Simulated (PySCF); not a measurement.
# Complete the spectrum of C5H6F2OSi

Species: C₅H₆F₂OSi.
Structure used (GFN2-xTB), in Å, numbered top down from 1:
```
atom  x, y, z in Å
C1    -2.9164    0.2643   -1.3979
C2    -2.2217   -0.3846   -0.6610
Si3   -1.1384   -1.3790    0.4721
O4     0.0346   -0.4486    1.1386
C5     1.0625    0.2731    0.6719
C6     2.0863    0.6287    1.4346
C7     0.9616    0.6607   -0.7863
F8     1.8869    1.5788   -1.1348
F9     1.1819   -0.4225   -1.5818
H10   -3.5263    0.8279   -2.0450
H11   -1.8370   -1.7254    1.6999
H12   -0.5601   -2.4735   -0.3029
H13    2.8928    1.2167    1.0404
H14    2.1252    0.3379    2.4680
H15   -0.0363    1.0533   -1.0379
```

Method used: TDDFT PBE0/def2-SVPD, vertical, gas phase, core orbitals frozen in the response (PySCF 2.14.0, density-fitted response routines).

Orbital energies (eV): HOMO-3 -9.51, HOMO-2 -8.82, HOMO-1 -8.69, HOMO -7.39, LUMO -0.88, LUMO+1 -0.28, LUMO+2 -0.22.

Lowest singlets, with some entries withheld (?).

```json
{"state": "S1", "λ (nm)": "225.8", "f": "0.0042", "main configurations (H = HOMO, L = LUMO)": "H→L (98%)"}
{"state": "S2", "λ (nm)": "209.6", "f": "0.0007", "main configurations (H = HOMO, L = LUMO)": "H-1→L (86%)"}
{"state": "S3", "λ (nm)": "199.5", "f": "0.0063", "main configurations (H = HOMO, L = LUMO)": "H→L+2 (70%), H→L+1 (23%)"}
{"state": "S4", "λ (nm)": "?", "f": "0.0083", "main configurations (H = HOMO, L = LUMO)": "H-2→L (57%), H-1→L+2 (26%), H-1→L+1 (9%)"}
{"state": "S5", "λ (nm)": "?", "f": "0.016", "main configurations (H = HOMO, L = LUMO)": "H-2→L+2 (57%), H-2→L+1 (21%), H→L+2 (9%)"}
{"state": "S6", "λ (nm)": "?", "f": "0.377", "main configurations (H = HOMO, L = LUMO)": "H→L+1 (71%), H→L+2 (18%)"}
```

Fill in the withheld entries.

- S4: λ = 195.6 nm
- S5: λ = 188.1 nm
- S6: λ = 187.5 nm

Where do the lowest triplets lie (Tamm–Dancoff)?

T1 4.08 eV, H→L+1 (68%), H→L+2 (20%); T2 4.91 eV, H-2→L (52%), H-1→L+2 (17%). E(S1) − E(T1) = +1.41 eV.

How far apart are S4 and S5, in eV and cm⁻¹?

6.591 − 6.340 = 0.251 eV, or about 2030 cm⁻¹.

What is the mean static polarisability from the same response equations?

87.9 au (13.02 Å³), with principal values 68.4, 83.4 and 111.8 au.

One conformer stands for the species.
